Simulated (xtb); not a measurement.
xtb input file for In(Cl)3 anion (Cl3In), SMILES [Cl][In]([Cl])[Cl] (connectivity only; charge and spin as stated), charge -1, multiplicity 2, GFN2-xTB. 

```
$ xtb mol.xyz --gfn 2 --sp --chrg -1 --uhf 1 --json
$ cat mol.xyz
4

In    -0.00000000    -0.00000000     0.47911165
Cl     2.00099973    -1.15527774    -0.46032296
Cl    -2.00099973    -1.15527774    -0.46032296
Cl     0.00000001     2.31055547    -0.46032296
```

Log of the run:

```
[banner left out]
          |                Calculation Setup                |
           -------------------------------------------------



           -------------------------------------------------
          |                 G F N 2 - x T B                 |
           -------------------------------------------------

        Reference                      10.1021/acs.jctc.8b01176
      * Hamiltonian:
        H0-scaling (s, p, d)           1.850000    2.230000    2.230000
        zeta-weighting                 0.500000
      * Dispersion:
        s8                             2.700000
        a1                             0.520000
        a2                             5.000000
        s9                             5.000000
      * Repulsion:
        kExp                           1.500000    1.000000
        rExp                           1.000000
      * Coulomb:
        alpha                          2.000000
        third order                    shell-resolved
        anisotropic                    true
        a3                             3.000000
        a5                             4.000000
        cn-shift                       1.200000
        cn-exp                         4.000000
        max-rad                        5.000000


          ...................................................
          :                      SETUP                      :
          :.................................................:
          :  # basis functions                  40          :
          :  # atomic orbitals                  36          :
          :  # shells                           12          :
          :  # electrons                        25          :
          :  max. iterations                   250          :
          :  Hamiltonian                  GFN2-xTB          :
          :  restarted?                      false          :
          :  GBSA solvation                  false          :
          :  PC potential                    false          :
          :  electronic temp.          300.0000000     K    :
          :  accuracy                    1.0000000          :
          :  -> integral cutoff          0.2500000E+02      :
          :  -> integral neglect         0.1000000E-07      :
          :  -> SCF convergence          0.1000000E-05 Eh   :
          :  -> wf. convergence          0.1000000E-03 e    :
          :  Broyden damping             0.4000000          :
          :  net charge                         -1          :
          :  unpaired electrons                  1          :
          ...................................................

 iter      E             dE          RMSdq      gap      omega  full diag
   1    -15.2935494 -0.152935E+02  0.964E+00    7.50       0.0  T
   2    -15.2951049 -0.155551E-02  0.627E+00    7.52       1.0  T
   3    -15.2954190 -0.314127E-03  0.484E-01    7.53       1.0  T
   4    -15.2955397 -0.120646E-03  0.289E-01    7.55       1.0  T
   5    -15.2955424 -0.270159E-05  0.304E-01    7.53       1.0  T
   6    -15.2955933 -0.509614E-04  0.183E-01    7.54       1.0  T
   7    -15.2956219 -0.286012E-04  0.258E-02    7.54       1.9  T
   8    -15.2956222 -0.284306E-06  0.299E-03    7.54      16.7  T
   9    -15.2956222 -0.376541E-09  0.403E-04    7.54     124.2  T
  10    -15.2956222 -0.817977E-10  0.193E-04    7.54     259.6  T

   *** convergence criteria satisfied after 10 iterations ***

         #    Occupation            Energy/Eh            Energy/eV
      -------------------------------------------------------------
         1        2.0000           -0.8945055             -24.3407
       ...           ...                  ...                  ...
         7        2.0000           -0.2765596              -7.5256
         8        2.0000           -0.2751144              -7.4862
         9        2.0000           -0.2751144              -7.4862
        10        2.0000           -0.2668153              -7.2604
        11        2.0000           -0.2668153              -7.2604
        12        2.0000           -0.2658378              -7.2338
        13        1.0000           -0.2094332              -5.6990 (HOMO)
        14                          0.0675944               1.8393 (LUMO)
        15                          0.0675944               1.8393
        16                          0.0704711               1.9176
        17                          0.1901992               5.1756
        18                          0.1901992               5.1756
       ...                                ...                  ...
        36                          0.8876732              24.1548
      -------------------------------------------------------------
                  HL-Gap            0.2770276 Eh            7.5383 eV
             Fermi-level           -0.1541514 Eh           -4.1947 eV

 SCC (total)                   0 d,  0 h,  0 min,  0.007 sec
 SCC setup                      ...        0 min,  0.000 sec (  1.927%)
 Dispersion                     ...        0 min,  0.000 sec (  0.374%)
 classical contributions        ...        0 min,  0.000 sec (  0.262%)
 integral evaluation            ...        0 min,  0.001 sec ( 17.824%)
 iterations                     ...        0 min,  0.004 sec ( 53.346%)
 molecular gradient             ...        0 min,  0.002 sec ( 24.337%)
 printout                       ...        0 min,  0.000 sec (  1.734%)

         :::::::::::::::::::::::::::::::::::::::::::::::::::::
         ::                     SUMMARY                     ::
         :::::::::::::::::::::::::::::::::::::::::::::::::::::
         :: total energy             -15.294032273366 Eh    ::
         :: gradient norm              0.000025644493 Eh/a0 ::
         :: HOMO-LUMO gap              7.538305743363 eV    ::
         ::.................................................::
         :: SCC energy               -15.295619362582 Eh    ::
         :: -> isotropic ES            0.111319627175 Eh    ::
         :: -> anisotropic ES         -0.002765242309 Eh    ::
         :: -> anisotropic XC         -0.002604847612 Eh    ::
         :: -> dispersion             -0.003974921550 Eh    ::
         :: repulsion energy           0.001587089216 Eh    ::
         :: add. restraining           0.000000000000 Eh    ::
         :: total charge              -1.000000000000 e     ::
         :::::::::::::::::::::::::::::::::::::::::::::::::::::

           -------------------------------------------------
          |                Property Printout                |
           -------------------------------------------------

    * Orbital Energies and Occupations

         #    Occupation            Energy/Eh            Energy/eV
      -------------------------------------------------------------
         1        2.0000           -0.8945055             -24.3407
         2        2.0000           -0.8945055             -24.3407
         3        2.0000           -0.8913140             -24.2539
         4        2.0000           -0.3660433              -9.9605
         5        2.0000           -0.2846847              -7.7467
         6        2.0000           -0.2846847              -7.7467
         7        2.0000           -0.2765596              -7.5256
         8        2.0000           -0.2751144              -7.4862
         9        2.0000           -0.2751144              -7.4862
        10        2.0000           -0.2668153              -7.2604
        11        2.0000           -0.2668153              -7.2604
        12        2.0000           -0.2658378              -7.2338
        13        1.0000           -0.2094332              -5.6990 (HOMO)
        14                          0.0675944               1.8393 (LUMO)
Note: The following floating-point exceptions are signalling: IEEE_UNDERFLOW_FLAG IEEE_DENORMAL
normal termination of xtb
        15                          0.0675944               1.8393
        16                          0.0704711               1.9176
        17                          0.1901992               5.1756
        18                          0.1901992               5.1756
        19                          0.1959479               5.3320
        20                          0.1982867               5.3957
        21                          0.1983457               5.3973
        22                          0.1983458               5.3973
        23                          0.1989660               5.4141
        24                          0.1989660               5.4141
       ...                                ...                  ...
        36                          0.8876732              24.1548
      -------------------------------------------------------------
                  HL-Gap            0.2770276 Eh            7.5383 eV
             Fermi-level           -0.1541514 Eh           -4.1947 eV

     #   Z          covCN         q      C6AA      α(0)
     1  49 In       2.301     0.163   306.644    35.382
     2  17 Cl       0.767    -0.388   111.571    16.158
     3  17 Cl       0.767    -0.388   111.571    16.158
     4  17 Cl       0.767    -0.388   111.571    16.158

 Mol. C6AA /au·bohr⁶  :       2392.982743
 Mol. C8AA /au·bohr⁸  :     172246.689158
 Mol. α(0) /au        :         83.855380


Wiberg/Mayer (AO) data.
largest (>0.10) Wiberg bond orders for each atom

 ---------------------------------------------------------------------------
     #   Z sym  total        # sym  WBO       # sym  WBO       # sym  WBO
 ---------------------------------------------------------------------------
     1  49 In   2.506 --     3 Cl   0.835     2 Cl   0.835     4 Cl   0.835
     2  17 Cl   1.021 --     1 In   0.835
     3  17 Cl   1.021 --     1 In   0.835
     4  17 Cl   1.021 --     1 In   0.835
 ---------------------------------------------------------------------------

Topologies differ in total number of bonds
Writing topology from bond orders to xtbtopo.mol

molecular dipole:
                 x           y           z       tot (Debye)
 q only:       -0.000       0.000       1.160
   full:       -0.000       0.000       1.175       2.986
molecular quadrupole (traceless):
                xx          xy          yy          xz          yz          zz
 q only:       -5.172      -0.000      -5.172       0.000      -0.000      10.343
  q+dip:       -6.589      -0.000      -6.589       0.000       0.000      13.178
   full:       -7.294      -0.000      -7.294       0.000      -0.000      14.588


           -------------------------------------------------
          | TOTAL ENERGY              -15.294032273366 Eh   |
          | GRADIENT NORM               0.000025644493 Eh/α |
          | HOMO-LUMO GAP               7.538305743363 eV   |
           -------------------------------------------------

------------------------------------------------------------------------
------------------------------------------------------------------------
 total:
 SCF:
```

The calculation finished and met its thresholds.

Cost: roughly 0.04 core-seconds.
